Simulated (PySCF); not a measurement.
## Spin-rotation constants: `C[P@@](=S)(CP)n1cccc1`, C6H11NP2S

Geometry (Å), atoms numbered from 1 in this order:
```xyz
21

C    -1.154    1.746    0.558
P    -0.606    0.023    0.862
S    -0.762   -0.601    2.681
C    -1.506   -0.998   -0.390
P    -3.330   -0.624   -0.251
N     0.995    0.011    0.273
C     2.088   -0.433    0.979
C     3.195   -0.290    0.204
C     2.777    0.265   -1.030
C     1.430    0.437   -0.961
H    -1.143    1.993   -0.501
H    -0.490    2.413    1.108
H    -2.167    1.849    0.949
H    -1.291   -2.050   -0.179
H    -1.160   -0.751   -1.397
H    -3.746   -1.817   -0.834
H    -3.455   -1.137    1.038
H     1.967   -0.807    1.978
H     4.200   -0.547    0.474
H     3.406    0.505   -1.865
H     0.744    0.830   -1.687
```

The calculation used GIAO B3LYP/pcSseg-1 magnetisability, rotational g tensor and spin-rotation constants, non-relativistic, gas phase in PySCF 2.14.0. Geometry: GFN2-xTB.

(1) Give the nuclear spin-rotation constants along the inertial axes (H = +C I·J) beside the isotropic shieldings.

## Answers

(1) Rotational constants 1.4427, 0.5764, 0.4823 GHz. A star marks the isotopologue with that one atom substituted, in its own axes.
```csv
atom,isotope,Caa (kHz),Cbb (kHz),Ccc (kHz),mean (kHz),σ (ppm)
P2,31P,2.644,0.827,0.967,1.480,246.7
P5,31P,1.429,0.697,0.592,0.906,498.2
N6,14N,0.208,0.073,0.036,0.106,63.7
H11,1H,-0.169,0.010,-0.049,-0.069,29.9
H12,1H,-0.101,-0.056,-0.018,-0.058,30.1
H13,1H,0.014,-0.068,-0.042,-0.032,29.7
H14,1H,-0.171,-0.058,0.015,-0.071,29.2
H15,1H,-0.124,0.002,-0.056,-0.059,29.6
H16,1H,-0.134,-0.054,0.001,-0.062,29.1
H17,1H,-0.130,0.011,-0.049,-0.056,28.5
H18,1H,-0.135,0.052,-0.044,-0.042,24.3
H19,1H,0.087,-0.044,-0.045,-0.001,25.5
H20,1H,-0.009,0.005,-0.052,-0.019,25.2
H21,1H,-0.074,0.016,-0.045,-0.034,25.3
C1,13C*,0.250,0.093,0.076,0.140,153.9
S3,33S*,0.220,0.108,0.066,0.131,710.8
C4,13C*,0.289,0.084,0.081,0.151,149.0
C7,13C*,0.491,0.246,0.093,0.277,51.8
C8,13C*,0.564,0.198,0.078,0.280,66.1
```
For the geometry as given, no vibrational averaging.
